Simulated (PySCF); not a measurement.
# Shifts of the heteroatoms

Numbering as in the mapped SMILES `[CH3:1][C:2](=[O:3])[C@@:4]1([SiH3:5])[CH:6]=[CH:7][O:8][SiH2:9]1`; H(Xn) means a hydrogen on atom n. Ha(Si9) is pro-R; Hb(Si9) is pro-S.

[PySCF 2.14.0 with density-fitted response routines: shielding tensors at PBE0/pcSseg-1 (GIAO); structure optimised with GFN2-xTB; averaged over atoms made equivalent by symmetry, fast rotation or ring inversion; no solvent model; one conformer; no relativistic terms]

**Question.** Where does 29Si resonate?

**Answer.** 
```tsv
atoms	environment	σ (ppm)	δ (ppm)
Si9	silicon bonded to C, O, 2 H, in a 5-membered ring	344.7	-3.4
Si5	silicon bonded to C, 3 H	415.5	-61.6
```

Shieldings were converted by a linear fit to measured shifts: 29Si: δ = 279.94 − 0.822σ (rms 8.9 ppm, 72 shifts, 25.8 ppm with the 6 outliers that the fit left out vs TMS, solution or neat liquid). Occasional misses reach two or three times the rms, and more in compound classes unlike the fitted ones.

On a 300 MHz spectrometer 29Si resonates near 59.6 MHz, so 1 ppm is 59.6 Hz.

**Question.** Where does 17O resonate?

**Answer.** 
```csv
atoms,environment,σ (ppm),δ (ppm)
O3,ketone oxygen,-306.9,546.3
O8,"oxygen bonded to C, Si, in a 5-membered ring",219.4,66.9
```

Shieldings were converted by a linear fit to measured shifts: 17O (scatter 10.7 ppm rms, 12.2 ppm with the 3 outliers that the fit left out vs liquid water, solution or neat liquid). A few per cent of atoms miss by over 2 rms, more outside the fitted compound classes.

On a 600 MHz spectrometer 17O resonates near 81.3 MHz, so 1 ppm is 81.3 Hz.
